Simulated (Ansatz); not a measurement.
Ansatz (a program for electronic structure) input (PBE0/def2-SVP):

Ansatz 0.2 input:
```yaml
crystal:
  periodic: [false, false, false]
  atoms:
    - {symbol: C, position_ang: [-0.85208634, 1.49722133, -0.49992816]}
    - {symbol: Si, position_ang: [0.07565165, 0.12676904, 0.40473674]}
    - {symbol: C, position_ang: [1.72449326, -0.21027040, -0.44672178]}
    - {symbol: C, position_ang: [-0.96656082, -1.44472407, 0.44292613]}
    - {symbol: H, position_ang: [-1.05596177, 1.19660396, -1.53375066]}
    - {symbol: H, position_ang: [-1.80792943, 1.71509203, -0.02038040]}
    - {symbol: H, position_ang: [-0.27058029, 2.42031245, -0.52861970]}
    - {symbol: H, position_ang: [2.28341453, -0.99622958, 0.06410586]}
    - {symbol: H, position_ang: [1.55674693, -0.53483042, -1.47979822]}
    - {symbol: H, position_ang: [2.34881167, 0.68444910, -0.47452926]}
    - {symbol: H, position_ang: [-1.17204142, -1.78659375, -0.57767556]}
    - {symbol: H, position_ang: [-1.92430601, -1.27573663, 0.93814032]}
    - {symbol: H, position_ang: [-0.45235402, -2.25119489, 0.96853613]}
basis:
  gaussian:
    orbitals: def2-SVP
hamiltonian:
  xc: {name: PBE0}
magnetization: {spin_polarized: true, initial_magnetization: 1}
```

End of the output:

```
integrals: 0.05 GiB planned
1192 factors; their error is unknown
mean field: 0.50 GiB planned
mean field evaluation 1: about -11112.3380 eV, gradient 4.6e1 eV
mean field evaluation 2: about -11110.2888 eV, gradient 4.8e1 eV
mean field evaluation 4: about -11122.7758 eV, gradient 7.0e-1 eV
mean field evaluation 8: about -11122.8183 eV, gradient 6.9e-3 eV
mean field evaluation 16: about -11122.8183 eV, gradient 2.4e-5 eV
mean field -11122.81831507 eV, -408.7560337619 hartree, gradient 2.4e-5 eV, S^2 0.751644; 0 other end points of the search recorded, 0 dependent functions left out
reference -11122.81834376 eV, -408.7560348161 hartree; 21, 20 occupied and 84, 85 virtual orbitals, 1192 factors
Total energy: -11122.81834376 eV, -408.7560348161 hartree
```

It need not be the lowest isomer of its formula.
